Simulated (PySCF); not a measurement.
C₄H₄ClF. Atoms are numbered in the order given.

```xyz
10

C     -1.7912    -0.8882     0.6901
C     -0.6636    -0.0314     0.1974
Cl    -1.1970     1.4413    -0.6268
C      0.6170    -0.2757     0.3218
C      1.8933    -0.5083     0.4959
F      2.6446    -1.2020    -0.3743
H     -1.4043    -1.7850     1.1929
H     -2.4209    -0.3190     1.3926
H     -2.4307    -1.1929    -0.1537
H      2.4705    -0.1646     1.3618
```

Coordinates come from a B3LYP-D3(BJ)/def2-SVP optimisation. The structure was generated by enumeration, and PubChem lists no compound with its InChIKey, so it may never have been made.

Level of theory: PBE/def2-TZVP (PySCF).

Atomic charges (e):

```json
[
 {"atom": "C1", "Mulliken": "-0.34", "IAO": "-0.43", "Löwdin": "-0.28"},
 {"atom": "C2", "Mulliken": "0.03", "IAO": "0.01", "Löwdin": "-0.45"},
 {"atom": "Cl3", "Mulliken": "-0.10", "IAO": "-0.04", "Löwdin": "0.37"},
 {"atom": "C4", "Mulliken": "0.01", "IAO": "-0.09", "Löwdin": "-0.10"},
 {"atom": "C5", "Mulliken": "0.01", "IAO": "0.12", "Löwdin": "-0.29"},
 {"atom": "F6", "Mulliken": "-0.14", "IAO": "-0.24", "Löwdin": "0.19"},
 {"atom": "H7", "Mulliken": "0.13", "IAO": "0.17", "Löwdin": "0.14"},
 {"atom": "H8", "Mulliken": "0.14", "IAO": "0.17", "Löwdin": "0.14"},
 {"atom": "H9", "Mulliken": "0.14", "IAO": "0.17", "Löwdin": "0.14"},
 {"atom": "H10", "Mulliken": "0.12", "IAO": "0.17", "Löwdin": "0.14"}
]
```

Computed Mayer and Wiberg (Löwdin basis) orders of the bonds:
```json
[
 {"bond": "C1–C2", "Mayer": "0.98", "Wiberg": "1.29"},
 {"bond": "C2–Cl3", "Mayer": "1.10", "Wiberg": "1.59"},
 {"bond": "C2–C4", "Mayer": "1.82", "Wiberg": "1.97"},
 {"bond": "C4–C5", "Mayer": "1.80", "Wiberg": "2.05"},
 {"bond": "C5–F6", "Mayer": "1.15", "Wiberg": "1.77"},
 {"bond": "C1–H7", "Mayer": "0.96", "Wiberg": "0.88"},
 {"bond": "C1–H8", "Mayer": "0.94", "Wiberg": "0.88"},
 {"bond": "C1–H9", "Mayer": "0.94", "Wiberg": "0.88"},
 {"bond": "C5–H10", "Mayer": "0.99", "Wiberg": "0.86"}
]
```
